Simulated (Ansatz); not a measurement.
Input file for Ansatz (an electronic-structure program): R-CCSD(T)/aug-cc-pVTZ on H2 (SMILES [H][H]) with ghost functions, monomers drawn apart or pushed together.

Ansatz 0.2 input:
```yaml
crystal:
  periodic: [false, false, false]
  atoms:
    - {symbol: H, position_ang: [-0.39538334, 0.21530901, 6.89491676]}
    - {symbol: H, position_ang: [-0.36441598, 0.17681330, 6.15212779]}
basis:
  gaussian:
    orbitals: aug-cc-pVTZ
    ghost_atoms:
      - {symbol: As, position_ang: [-0.01652219, -0.20099965, -0.24595522]}
      - {symbol: H, position_ang: [-1.13293795, 0.52466262, 0.49771225]}
      - {symbol: H, position_ang: [1.05462639, 0.42673172, 0.63978478]}
      - {symbol: H, position_ang: [-0.13015301, -1.42010948, 0.66334398]}
magnetization: {spin_polarized: false}
correlation: {method: ccsd_t, electrons: outside_noble_gas}
scf: {lower_state_search: off}
```

Output:

```
WARN ansatz: RAYON_NUM_THREADS=1 ignored (pool sized by the plan → 1); use --threads N
Functional definition: HF
these checks for a lower state are left out or cut short: stability, starts, cluster_reference, orbital_swaps, neighbouring_geometries, increment
integrals: 0.52 GiB planned
935 factors; integrals over basis functions are off by at most 1.6e-3 eV
mean field: 0.25 GiB planned
mean field evaluation 1: about -30.7400 eV, gradient 3.6e0 eV
mean field evaluation 2: about -30.7398 eV, gradient 3.6e0 eV
mean field evaluation 4: about -30.8302 eV, gradient 6.7e-2 eV
mean field evaluation 8: about -30.8302 eV, gradient 1.6e-7 eV
mean field -30.83016916 eV, -1.1329878192 hartree, gradient 1.6e-7 eV, S^2 0.000000; 0 other end points of the search recorded, 0 dependent functions left out
reference -30.83016916 eV, -1.1329878192 hartree; 1, 1 occupied and 173, 173 virtual orbitals, 935 factors
second order -0.87088607 eV of doubles, -0.00000000 eV of singles
coupled cluster: 1.53 GiB planned
cycle   1  -1.01319576 eV  change   -1.4e-1 eV  update   2.6e-2
cycle   2  -1.07822800 eV  change   -6.5e-2 eV  update   9.1e-3
cycle   3  -1.07885349 eV  change   -6.3e-4 eV  update   1.1e-3
cycle   4  -1.07896022 eV  change   -1.1e-4 eV  update   1.6e-4
cycle   5  -1.07891277 eV  change    4.7e-5 eV  update   2.9e-5
cycle   6  -1.07890898 eV  change    3.8e-6 eV  update   5.8e-6
cycle   7  -1.07891061 eV  change   -1.6e-6 eV  update   1.3e-6
perturbative correction -0.00000000 eV, -0.0000000000 hartree
Total energy: -31.90907977 eV, -1.1726370528 hartree
Checks for a lower state left out: stability, starts, cluster_reference, orbital_swaps, neighbouring_geometries, increment
```

The run converged.

Cost: very roughly 6 core-seconds.
